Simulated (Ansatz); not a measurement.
Species: H$_{2}$BF, SMILES `BF` (charge 0, multiplicity 1).

**Question.** Give a relaxed geometry from PBE0-D3(BJ)/def2-TZVP run with Ansatz (a program for electronic structure).

**Answer.** the end point of this relaxation (outside a Z-matrix the atoms follow the SMILES, hydrogens last).
Z-matrix (Å, degrees):
```
B
F 1 1.3167
H 1 1.1975 2 117.81
H 1 1.1975 3 124.39 2 -179.99
```
